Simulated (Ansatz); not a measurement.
Program: Ansatz. Geometries: PBE0-D4/def2-TZVP. ΔE: electronic, gas phase. CCSD(T)/CBS adds triple-zeta CCSD(T) − MP2 to the extrapolated MP2 energy (def2 sets, frozen cores). This one scheme is used for every species. Functionals use def2-TZVPP. B3LYP here is the variant with VWN-RPA as its local correlation; programs differ in this. HSE06 is defined as in plane-wave codes. For Br outer-core shells are correlated without core-valence functions, which leaves a few kJ/mol of doubt a bond. Scalar relativity is left out up to krypton. One conformer a species, not always the lowest.

Reaction (hydrogenolysis of the Si–B bond): `B[SiH](Br)C=O` + H₂ → `O=C[SiH2]Br` + BH₃

| level | ΔE (kcal/mol) |
| --- | --- |
| B3LYP-D4 | -6.7 |
| HSE06-D4 | -5.1 |

What does CCSD(T)/CBS give? (Best estimate.)

Computed: -7.2 kcal/mol. The listed levels differ from it by 0.5, 2.1 kcal/mol.

Largest T1 diagnostic among the species: 0.013.

At CCSD(T), def2-SVP lies −1.9 kcal/mol from the extrapolated value and def2-TZVPP −0.4 kcal/mol. From PBE to PBE0 (25 % exact exchange), in def2-TZVPP and without D4, ΔE moves by −2.4 kcal/mol.

CCSD(T)/CBS has its own doubt, a few kJ/mol and more with outer-core shells, so smaller differences from it don't rank the levels.
